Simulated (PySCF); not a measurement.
H₆NSi₂, SMILES [SiH2]N[SiH3] (connectivity only; charge and spin as stated), charge +1, multiplicity 1. Atoms are numbered in the order given.

```xyz
9

Si     0.1543    -1.6018     0.0000
N     -0.6054    -0.1186     0.0000
Si     0.1335     1.5761     0.0000
H      1.6400    -1.6032     0.0000
H     -0.6792    -2.8334     0.0000
H     -1.6388    -0.1371     0.0000
H     -0.3580     2.2302     1.2488
H      1.6028     1.3038     0.0000
H     -0.3580     2.2302    -1.2488
```
Charge +1, spin multiplicity 1.

Coordinates come from a PBE-D3(BJ)/def2-SVP optimisation. The spin state was assumed, not searched. The isomer is the one that the SMILES or the coordinates give; other isomers of the formula were not compared.

Computed with PBE-D3(BJ)/def2-SVP run with PySCF.

Frequencies are harmonic and unscaled.

```json
[
 {"mode": "1", "ν (cm⁻¹)": "129", "IR (km/mol)": "0.2", "moving atoms (share of kinetic energy)": "H 80 %, N 16 %"},
 {"mode": "2", "ν (cm⁻¹)": "193", "IR (km/mol)": "0.8", "moving atoms (share of kinetic energy)": "Si 46 %, H 28 %, N 26 %"},
 {"mode": "3", "ν (cm⁻¹)": "273", "IR (km/mol)": "9.1", "moving atoms (share of kinetic energy)": "H 80 %, N 18 %"},
 {"mode": "4", "ν (cm⁻¹)": "531", "IR (km/mol)": "15.7", "moving atoms (share of kinetic energy)": "Si 45 %, H 37 %, N 17 %"},
 {"mode": "5", "ν (cm⁻¹)": "593", "IR (km/mol)": "2.5", "moving atoms (share of kinetic energy)": "H 85 %, Si 12 %"},
 {"mode": "6", "ν (cm⁻¹)": "614", "IR (km/mol)": "39.3", "moving atoms (share of kinetic energy)": "H 84 %, Si 12 %"},
 {"mode": "7", "ν (cm⁻¹)": "634", "IR (km/mol)": "2.5", "moving atoms (share of kinetic energy)": "H 93 %"},
 {"mode": "8", "ν (cm⁻¹)": "734", "IR (km/mol)": "97.1", "moving atoms (share of kinetic energy)": "H 84 %, N 14 %"},
 {"mode": "9", "ν (cm⁻¹)": "755", "IR (km/mol)": "119.4", "moving atoms (share of kinetic energy)": "H 55 %, N 31 %, Si 14 %"},
 {"mode": "10", "ν (cm⁻¹)": "874", "IR (km/mol)": "203.8", "moving atoms (share of kinetic energy)": "H 93 %"},
 {"mode": "11", "ν (cm⁻¹)": "887", "IR (km/mol)": "33.7", "moving atoms (share of kinetic energy)": "H 96 %"},
 {"mode": "12", "ν (cm⁻¹)": "891", "IR (km/mol)": "61.6", "moving atoms (share of kinetic energy)": "H 91 %"},
 {"mode": "13", "ν (cm⁻¹)": "898", "IR (km/mol)": "35.0", "moving atoms (share of kinetic energy)": "H 96 %"},
 {"mode": "14", "ν (cm⁻¹)": "1007", "IR (km/mol)": "23.0", "moving atoms (share of kinetic energy)": "H 39 %, N 37 %, Si 24 %"},
 {"mode": "15", "ν (cm⁻¹)": "1177", "IR (km/mol)": "128.7", "moving atoms (share of kinetic energy)": "H 61 %, N 34 %"},
 {"mode": "16", "ν (cm⁻¹)": "2210", "IR (km/mol)": "10.4", "moving atoms (share of kinetic energy)": "H 99 %"},
 {"mode": "17", "ν (cm⁻¹)": "2239", "IR (km/mol)": "0.4", "moving atoms (share of kinetic energy)": "H 98 %"},
 {"mode": "18", "ν (cm⁻¹)": "2241", "IR (km/mol)": "32.1", "moving atoms (share of kinetic energy)": "H 95 %"},
 {"mode": "19", "ν (cm⁻¹)": "2244", "IR (km/mol)": "27.3", "moving atoms (share of kinetic energy)": "H 95 %"},
 {"mode": "20", "ν (cm⁻¹)": "2301", "IR (km/mol)": "2.1", "moving atoms (share of kinetic energy)": "H 95 %"},
 {"mode": "21", "ν (cm⁻¹)": "3425", "IR (km/mol)": "123.1", "moving atoms (share of kinetic energy)": "H 93 %"}
]
```
